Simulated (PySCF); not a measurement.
**Two-component Hartree-Fock for I⁴⁴⁺ (iodine, charge +44)**

Start: [He] 2s2 2p5; 2p1/2 filled at m_j = -1/2, +1/2; 2p3/2 filled at m_j = -1/2, +1/2, +3/2. Calculated with PySCF 2.14 in an even-tempered Gaussian basis (17 s from 23 bohr⁻², ratio 2.4; 12 p from 30 bohr⁻², ratio 2.4; 5 d from 110 bohr⁻², ratio 2.6; 4 f from 160 bohr⁻², ratio 2.6): generalised Hartree-Fock with the X2C-1e Hamiltonian and a Gaussian nucleus; one run each with spin-orbit coupling (SO) switched off, then screened by Boettger's factors.

```tsv
spinor shell	electrons	ε, spin-free (eV)	ε, screened SO (eV)	weight of nominal j (screened SO)	rms radius, screened SO (bohr)
1s1/2	2	-36555.4	-36548.2	1.000	0.0311
2s1/2	2	-8159.3	-8157.3	1.000	0.123
2p1/2	2	-7677.2	-7893.6	0.999	0.106
2p3/2	3	-7677.2	-7578.1	0.999	0.111
```

```tsv
quantity	spin-free	screened SO
E (hartree)	-5069.72432	-5075.05835
M_J	3/2	3/2
⟨J²⟩	3.750	3.750
⟨L²⟩	2.000	2.006
⟨S²⟩	0.750	0.756
```

Each row is a mean over spinors that exchange with the open shell spreads, by up to 43.296 eV (2s1/2).

Breit and QED terms are absent; they matter most for the inner s and p1/2 levels.

Densities and radii are taken from the X2C orbitals without a picture-change correction, which distorts them close to the nucleus.

Without spin-orbit coupling the j labels of p, d and f shells carry no meaning; the spin-free column gives the mean over the occupied spinors of each nl shell.
